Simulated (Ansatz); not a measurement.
Dimer: H2O (SMILES O) (first 3 atoms) with C4H6 (SMILES C=CC=C); geometry from B3LYP-D3(BJ)/def2-TZVP.
(charge 0, multiplicity 1):
```xyz
13

O      0.0111    -0.4871    -0.1496
H     -0.7246    -0.5760     0.4670
H      0.7359    -0.1796     0.4067
C     -1.6938    -0.6597     3.1319
C     -0.7319     0.2565     3.0017
C      0.6885    -0.0406     3.0723
C      1.6510     0.8645     2.8824
H     -1.4582    -1.7019     3.3138
H     -2.7409    -0.3967     3.0681
H     -1.0002     1.2931     2.8186
H      0.9565    -1.0723     3.2816
H      2.6982     0.6002     2.9395
H      1.4155     1.9011     2.6709
```

Basis-set superposition error: the interaction energy with monomers in their own basis, and in the dimer's basis (counterpoise).

Codes used: Ansatz (an electronic-structure program) with Gaussian orbitals. Values without a source in brackets are computed.

```
level                  uncorrected (kcal/mol)  counterpoise (kcal/mol)  difference
---------------------  ----------------------  -----------------------  ----------
HF/aug-cc-pVDZ                          -1.02                    -0.56        0.46
HF/aug-cc-pVTZ                          -0.62                    -0.51        0.11
PBE/def2-TZVPPD                         -2.19                    -2.10        0.09
B97M-V/def2-TZVPPD                      -3.09                    -2.99        0.10
B3LYP/def2-TZVPPD                       -1.28                    -1.20        0.09
PBE0/def2-TZVPPD                        -2.27                    -2.20        0.07
CAM-B3LYP/def2-TZVPPD                   -2.13                    -2.04        0.09
wB97X-V/def2-TZVPPD                     -3.22                    -3.15        0.07
wB97M-V/def2-TZVPPD                     -3.28                    -3.19        0.09
MP2/aug-cc-pVDZ                         -4.09                    -2.62        1.47
```

The error is largest for MP2/aug-cc-pVDZ (1.47 kcal/mol) and smallest for wB97X-V/def2-TZVPPD (0.07 kcal/mol).
